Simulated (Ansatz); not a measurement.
Reaction (cleavage of the As–B bond): `B[AsH2]` + `C[SeH]` → `C[Se][AsH2]` + BH₃

Program: Ansatz. Geometries: PBE0-D4/def2-TZVP. ΔE: electronic, gas phase. CCSD(T)/CBS adds triple-zeta CCSD(T) − MP2 to the extrapolated MP2 energy (def2 sets, frozen cores). This one scheme is used for every species. DFT in def2-TZVPP. HSE06 is defined as in plane-wave codes. For As, Se outer-core shells are correlated without core-valence functions, which leaves a few kJ/mol of doubt a bond. Scalar relativity is left out up to krypton.

Q: Is it downhill or uphill in electronic energy at CCSD(T)/CBS, and by how much? (Estimate.)

A: Ansatz gave: Downhill: ΔE = -4.5 kJ/mol.

Q: What do these levels give: PBE0-D4, PBE-QIDH, r2SCAN0, HSE06, HF/def2-TZVPP, SCS-MP2/def2-QZVPP? (An estimate is asked.)

A: Ansatz gave: PBE0-D4 -3.6, PBE-QIDH -2.6, r2SCAN0 -1.9, HSE06 -0.7, HF/def2-TZVPP -13.5, SCS-MP2/def2-QZVPP -11.2 kJ/mol.

Largest T1 diagnostic among the species: 0.014.

The D4 term adds −5.7 kJ/mol with B3LYP and −3.1 kJ/mol with PBE0; it sums over pairs of atoms, weighted by their polarisabilities, and B3LYP, whose exchange is more repulsive, gets the larger term. Leaving LDA and LC-ωPBE aside and taking each functional with its dispersion term where it has one, the values, not all of them listed here, spread over 17.4 kJ/mol, from BHLYP-D4 to B97M-V. LDA lies +12.0 kJ/mol from PBE without D4. In def2-TZVPP, CCSD(T) changes the Hartree–Fock value by +11.8 kJ/mol (the triples alone add +0.1 kJ/mol) and MP2 by +6.6 kJ/mol.

B3LYP here is the variant with VWN-RPA as its local correlation; programs differ in this.
